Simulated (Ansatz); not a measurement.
`CCB(F)Cl` + HBr → `CCB(F)Br` + HCl at 700 K and 1 bar (ligand exchange at a B–Cl bond).

Isolated molecules relaxed with PBE0-D4/def2-TZVP in Ansatz; ΔE leaves out vibrations. CBS: MP2 limit from def2 TZ/QZ plus the TZ coupled-cluster correction, frozen cores. This one scheme is used for every species. For Br outer-core shells are correlated without core-valence functions, which leaves a few kJ/mol of doubt a bond. Scalar relativity is left out up to krypton. Each species was taken in one conformer, which may not be the lowest.

```csv
species,CCSD(T)/CBS energy (Eh),H − E (kJ/mol),S (J/(mol·K))
`CCB(F)Cl`,-663.59538,262.2,439.2
HBr,-2573.91920,36.5,223.7
`CCB(F)Br`,-2777.13014,261.6,452.4
HCl,-460.38127,38.4,211.8
```

H − E and S are ideal-gas, rigid-rotor, harmonic terms from PBE0-D4/def2-TZVP, for one conformer and one mirror image of each species. 1 Eh = 2625.50 kJ/mol, R = 8.31446 J/(mol·K).

Question: By hand: ΔE, ΔH, ΔS and ΔG.

Answer: ΔE = (-2777.13014) + (-460.38127) − (-663.59538) − (-2573.91920) = 0.00317 Eh = 8.3 kJ/mol. Δ(H − E) = 261.6 + 38.4 − 262.2 − 36.5 = 1.3, so ΔH = 9.6 kJ/mol. ΔS = 452.4 + 211.8 − 439.2 − 223.7 = 1.3 J/(mol·K). ΔG = 9.6 − 700 × (1.3)/1000 = 8.7 kJ/mol.

Question: By hand: the equilibrium constant, and the temperature at which ΔG would vanish if ΔH and ΔS stayed fixed.

Answer: log₁₀ K = −ΔG/(RT ln 10) = -0.6. ΔG = 0 at ΔH/ΔS = 7385 K, far beyond where these terms or the molecules hold.

The number of gas molecules stays the same, so ΔS is small and ΔH decides. A doubt of 5 kJ/mol in ΔE shifts log₁₀ K by 0.4 here. Other conformers and mirror images would add mixing entropy, several J/(mol·K) or more a flexible species. Modes under 60 cm⁻¹, often nearly free rotors, make the harmonic entropy too high. These are equilibria of isolated gas molecules and say nothing of rates. Largest T1 diagnostic: 0.011 (customary marks: 0.02 for closed shells, 0.045 for open ones).
